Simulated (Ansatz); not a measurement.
Ideal-gas functions of CH₄FOSn (`C[O][SnH][F]`) radical at 800 K and 1 bar, from an Ansatz frequency run at PBE0-D4/def2-TZVP.

Molar mass 169.75 g/mol, point group C1 (symmetry number 1), electronic degeneracy 2, moments of inertia 74.96, 169.43, 232.71 u Å². Harmonic wavenumbers (cm⁻¹, unscaled): 76, 98, 149, 236, 472, 492, 543, 590, 1104, 1171, 1188, 1469, 1489, 1496, 1733, 3010, 3076, 3094.

Use S(trans) = R[1.5 ln M + 2.5 ln T − 1.1517]; rotational temperatures θ = 24.2544 K / I; S(rot) = R[ln(√π/σ · √(T³/θAθBθC)) + 1.5]; for each mode x = 1.438777 ν̃/T, S = R[x/(eˣ − 1) − ln(1 − e⁻ˣ)] and H = RT x/(eˣ − 1); 1 cm⁻¹ = 0.0119627 kJ/mol; R = 8.31446 J/(mol·K).

Question: By hand: the entropy, in J/(mol·K).

Answer: Translation 193.4. Rotation: θ = 0.3236, 0.1432, 0.1042 K, giving 122.8. Vibration, mode by mode: 24.87, 22.76, 19.29, 15.50, 9.92, 9.60, 8.83, 8.20, 3.86, 3.51, 3.42, 2.30, 2.23, 2.21, 1.58, 0.24, 0.22, 0.21, in all 138.7. Electronic 5.8. Sum 460.7 J/(mol·K).

Question: By hand: H − E and G − E in kJ/mol, counted from the electronic energy.

Answer: Zero-point energy ½ × 21486 × 0.0119627 = 128.5; thermal vibration 50.8; translation, rotation and pV give 4 RT = 26.6. H − E = 205.9 kJ/mol, and G − E = 205.9 − 800 × 460.7/1000 = -162.7 kJ/mol.

Vibration gives 30 % of the entropy, 66.9 J/(mol·K) of it from the modes under 150 cm⁻¹: soft modes count most, and the harmonic formula is weakest for them. The sum counts one conformer and one mirror image; others add a mixing term.
